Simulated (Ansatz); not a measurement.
`O=CB[SiH3]` + `CBN` → `CBN[SiH3]` + `BC=O` at 298.15 K and 1 bar (cleavage of the Si–B bond).

Isolated molecules relaxed with PBE0-D4/def2-TZVP in Ansatz; ΔE leaves out vibrations. CCSD(T)/CBS adds triple-zeta CCSD(T) − MP2 to the extrapolated MP2 energy (def2 sets, frozen cores). One conformer a species, not always the lowest.

```json
{"species": "`O=CB[SiH3]`", "CCSD(T)/CBS energy (Eh)": "-430.03905", "H − E (kJ/mol)": "163.2", "S (J/(mol·K))": "328.5"}
{"species": "`CBN`", "CCSD(T)/CBS energy (Eh)": "-121.21267", "H − E (kJ/mol)": "215.9", "S (J/(mol·K))": "273.6"}
{"species": "`CBN[SiH3]`", "CCSD(T)/CBS energy (Eh)": "-411.50704", "H − E (kJ/mol)": "261.1", "S (J/(mol·K))": "331.1"}
{"species": "`BC=O`", "CCSD(T)/CBS energy (Eh)": "-139.76288", "H − E (kJ/mol)": "113.5", "S (J/(mol·K))": "267.8"}
```

H − E and S are ideal-gas, rigid-rotor, harmonic terms from PBE0-D4/def2-TZVP, for one conformer and one mirror image of each species. 1 Eh = 2625.50 kJ/mol, R = 8.31446 J/(mol·K).

By hand: ΔE, ΔH, ΔS and ΔG.

ΔE = (-411.50704) + (-139.76288) − (-430.03905) − (-121.21267) = -0.01820 Eh = -47.8 kJ/mol. Δ(H − E) = 261.1 + 113.5 − 163.2 − 215.9 = -4.5, so ΔH = -52.3 kJ/mol. ΔS = 331.1 + 267.8 − 328.5 − 273.6 = -3.2 J/(mol·K). ΔG = -52.3 − 298.15 × (-3.2)/1000 = -51.3 kJ/mol.

By hand: the equilibrium constant, and the temperature at which ΔG would vanish if ΔH and ΔS stayed fixed.

log₁₀ K = −ΔG/(RT ln 10) = 9.0. ΔG = 0 at ΔH/ΔS = 16344 K, far beyond where these terms or the molecules hold.

The number of gas molecules stays the same, so ΔS is small and ΔH decides. A doubt of 5 kJ/mol in ΔE shifts log₁₀ K by 0.9 here. Other conformers and mirror images would add mixing entropy, several J/(mol·K) or more a flexible species. These are equilibria of isolated gas molecules and say nothing of rates. Largest T1 diagnostic: 0.021 (customary marks: 0.02 for closed shells, 0.045 for open ones).
